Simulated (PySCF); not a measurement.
One of the candidates below gave these computed data.

All candidates are C3H9NOSi.

| technique | computed result |
| --- | --- |
| 1H NMR | chemical shifts (computed TMS as zero) by class: 5.36 (1 H), 4.40 (1 H), 3.76 (1 H), 1.94 (1 H), 1.80 (1 H), 0.79 (1 H), 0.49 (1 H), 0.33 (2 H) ppm [GIAO PBE0/pcSseg-1] |
| Rotational structure | rotational constants A, B, C: 4.937, 2.531, 2.064 GHz [GFN2-xTB] |
| UV, first state | lowest singlet excitation: 6.55 eV (189 nm, f = 0.033) [TDDFT PBE0/def2-SVPD] |
| Triplet | lowest triplet excitation (Tamm–Dancoff): 6.18 eV [TDA PBE0/def2-SVPD] |
| NMR, other nuclei | isotropic shieldings of nuclei other than C and H, by class: 246 (1 N), 285 (1 O), 344 (1 Si) ppm [GIAO PBE0/pcSseg-1] |
| Dipole | 1.10 D [PBE0/def2-SVPD] |
| Polarisability | 69.4 au [PBE0/def2-SVPD] |
| 13C NMR | chemical shifts (computed TMS as zero) by class: 71.1 (1 C), 28.3 (1 C), 15.8 (1 C) ppm [GIAO PBE0/pcSseg-1] |

Electronic properties: PySCF, gas phase, density fitting. Levels stand in brackets. Isolated species at its GFN2-xTB geometry (one conformer only). NMR classes are plain means over equivalent atoms (diastereotopic ones count apart unless rotation or inversion swaps them), as if these changed places fast.

Task: Which candidate is it?
A. `[H]/N=C\CCO[SiH3]`
B. `C=CCO[SiH2]N`
C. `C/N=C/CO[SiH3]`
D. `CC(=O)N(C)[SiH3]`
E. `N[Si@H]1CCCO1`

Result: E. It is `N[Si@H]1CCCO1`. Numbering: `[NH2:1][Si@H:2]1[CH2:3][CH2:4][CH2:5][O:6]1`. Its formula, C3H9NOSi, gives 1 degree of unsaturation: 1 ring and 0 π bonds in the structure found. 3 carbons fall into 3 classes; from least to most shielded: ring sp3 carbon bound to oxygen [C5] (71.1 ppm), ring CH2 carbon [C4] (28.3 ppm), ring sp3 carbon bound to silicon [C3] (15.8 ppm). Hydrogen classes from least to most shielded: 1 H on an oxygen-bound silicon, Si2 (5.36 ppm), 1 H on an sp3 carbon bound to oxygen, C5 (4.40 ppm), 1 H on an sp3 carbon bound to oxygen, C5 (3.76 ppm), 1 H on a ring CH2 carbon, C4 (1.94 ppm), 1 H on a ring CH2 carbon, C4 (1.80 ppm), 1 H on an sp3 carbon bound to silicon, C3 (0.79 ppm), 1 H on an sp3 carbon bound to silicon, C3 (0.49 ppm), 2 H on a silicon-bound nitrogen, N1 (0.33 ppm, a mean of values up to 0.6 ppm apart in this geometry). The other shieldings belong to: 246 ppm, silicon-bound nitrogen [N1]; 285 ppm, silyl ether oxygen [O6]; 344 ppm, oxygen-bound silicon [Si2]. The optimised geometry has point group C1 and is an asymmetric top.

The others, at the same levels:
- `[H]/N=C\CCO[SiH3]` fails: its computed 13C shifts are 175.7 (1 C), 66.3 (1 C), 49.6 (1 C) ppm, 1H shifts are 10.68 (1 H), 8.19 (1 H), 4.93 (3 H), 3.91 (2 H), 2.16 (2 H) ppm and rotational constant A is 8.380 GHz (against 4.937 GHz).
- `C/N=C/CO[SiH3]` fails: its computed 13C shifts are 169.7 (1 C), 71.9 (1 C), 50.9 (1 C) ppm, 1H shifts are 7.95 (1 H), 4.93 (3 H), 4.39 (2 H), 3.67 (3 H) ppm and rotational constant A is 17.756 GHz (against 4.937 GHz).
- `CC(=O)N(C)[SiH3]` fails: its computed 13C shifts are 182.4 (1 C), 32.8 (1 C), 20.5 (1 C) ppm, 1H shifts are 4.49 (3 H), 2.96 (3 H), 2.12 (3 H) ppm and rotational constant A is 4.199 GHz (against 4.937 GHz).
- `C=CCO[SiH2]N` fails: its computed lowest triplet excitation (Tamm–Dancoff) is 4.49 eV (against 6.18 eV), static isotropic polarisability is 74.1 au (against 69.4 au) and rotational constant A is 8.338 GHz (against 4.937 GHz).

Each candidate is one conformer, not necessarily the lowest. Dipoles, sizes and rotational constants follow the conformer. The torsions of the flexible species, by atom-mapped SMILES:
- `[H]/[N:1]=[CH:2]\[CH2:3][CH2:4][O:5][SiH3:6]`: N1–C2–C3–C4 128°, C2–C3–C4–O5 64°, C3–C4–O5–Si6 -175°
- `[CH3:1]/[N:2]=[CH:3]/[CH2:4][O:5][SiH3:6]`: N2–C3–C4–O5 -149°, C3–C4–O5–Si6 173°
- `[CH3:1][C:2](=[O:3])[N:4]([CH3:5])[SiH3:6]`: C1–C2–N4–C5 0°
- `[CH2:1]=[CH:2][CH2:3][O:4][SiH2:5][NH2:6]`: C1–C2–C3–O4 -3°, C2–C3–O4–Si5 166°, C3–O4–Si5–N6 56°, H–N6–Si5–O4 45°, H–N6–Si5–O4 -178°

The conformers of `N[Si@H]1CCCO1` aren't listed.
